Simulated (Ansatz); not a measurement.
Computed with Ansatz on PBE0-D4/def2-TZVP structures; ΔE is electronic, products minus reactants. CBS: MP2 limit from def2 TZ/QZ plus the TZ coupled-cluster correction, frozen cores. This one scheme is used for every species. Functionals use def2-TZVPP. For Ge outer-core shells are correlated without core-valence functions, which leaves a few kJ/mol of doubt a bond. Scalar relativity is left out up to krypton. One conformer a species, not always the lowest.

Reaction (formal exchange of groups at a Ge–Si bond): `O[SiH](O)[GeH3]` + `[AlH2][SiH3]` → `[AlH2][SiH2][GeH3]` + `O[SiH2]O`

```json
{"level": "CAM-B3LYP-D4", "ΔE (eV)": "-0.23"}
{"level": "BLYP", "ΔE (eV)": "-0.21"}
{"level": "PBE0", "ΔE (eV)": "-0.25"}
{"level": "CCSD(T)/def2-TZVPP", "ΔE (eV)": "-0.27"}
```

(1) What does CCSD(T)/CBS give? (Estimate.)

Largest T1 diagnostic among the species: 0.012.

## Answers

(1) The calculation gave: -0.27 eV. The listed levels differ from it by 0.04, 0.06, 0.02, 0.00 eV.

From PBE to PBE0 (25 % exact exchange), in def2-TZVPP and without D4, ΔE moves by −0.03 eV. Leaving LDA and LC-ωPBE aside and taking each functional with its dispersion term where it has one, the values, not all of them listed here, spread over 0.08 eV, from PBE-QIDH to BLYP-D4.
